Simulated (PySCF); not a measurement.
SrCl, SMILES [Cl][Sr], multiplicity 2. Coordinates come from a B3LYP-D3(BJ)/def2-TZVPD optimisation. The multiplicity is an assumed one; other spin states were not compared. The def2 effective core potentials stand for the cores of Sr; spin–orbit coupling is left out.

Computed equilibrium geometry at B3LYP-D3(BJ)/def2-TZVPD (PySCF confirms it by a frequency run) as Cartesian coordinates in Å, and its point group:
point group C∞v.
```xyz
2

Sr     0.0000     0.0000    -0.8047
Cl     0.0000     0.0000     1.7988
```
Charge 0, spin multiplicity 2.
